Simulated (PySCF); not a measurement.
## How the functional moves excitation energies

CH6Al2Cl2.
Bonds: C1–Al2, Al2–Cl3, Cl3–Al4, Al4–Cl5, Al2–Cl5. Hydrogens: H6, H7, H8 on C1; H9 on Al2; H10, H11 on Al4.

Linear-response calculations in the def2-SVPD basis (PySCF; singlets by full response, triplets Tamm–Dancoff, core orbitals frozen in the response; HF means time-dependent Hartree–Fock). 'Strongest' is the level of largest summed f among the singlets computed (10 roots, of which the last may lack a degenerate partner); it can jump between rows when another state enters that window. S1 is the lowest singlet of each run and needn't be the same state throughout; f(S1) is that of one state. Geometry: PBE0-D3(BJ)/def2-SVP; no solvent, vibrations or thermal averaging.

```tsv
functional	kind	S1 (eV)	f(S1)	strongest (eV)	T1 (eV)	HOMO (eV)	gap (eV)	ionisation energy, ΔSCF (eV)
LDA	LDA	5.23	0.000	6.81	5.08	-6.98	5.17	9.42
PBE	GGA	5.41	0.000	6.80	5.23	-6.94	5.37	10.00
B3LYP	global hybrid, 20% exact exchange	6.09	0.001	7.64	5.84	-8.00	7.02	9.88
PBE0	global hybrid, 25% exact exchange	6.20	0.001	7.81	5.87	-8.21	7.41	9.94
BHandHLYP	global hybrid, 50% exact exchange	6.82	0.001	8.41	6.42	-9.41	9.38	10.37
CAM-B3LYP	range-separated hybrid	6.54	0.001	8.15	6.17	-9.58	9.68	10.36
wB97X-D	range-separated hybrid	6.62	0.001	8.25	6.32	-10.09	10.98	10.34
LC-wPBE	range-separated hybrid	6.95	0.001	8.69	6.39	-10.95	12.12	10.73
HF	Hartree–Fock	7.73	0.002	9.98	6.92	-11.31	12.97	not settled
```

S1 runs from 5.23 eV (LDA) to 7.73 eV (HF), a spread of 2.50 eV, while the orbital gap spreads over 7.8 eV. Along PBE (0%), B3LYP (20%), PBE0 (25%), BHandHLYP (50%), HF (100%) S1 rises with the share of exact exchange. −ε(HOMO) comes closest to its own ΔSCF ionisation energy with LC-wPBE (+0.23 eV) and misses most with PBE (-3.07 eV). 'Not settled' means that the ion's SCF failed to converge or may have ended in another state than the lowest.
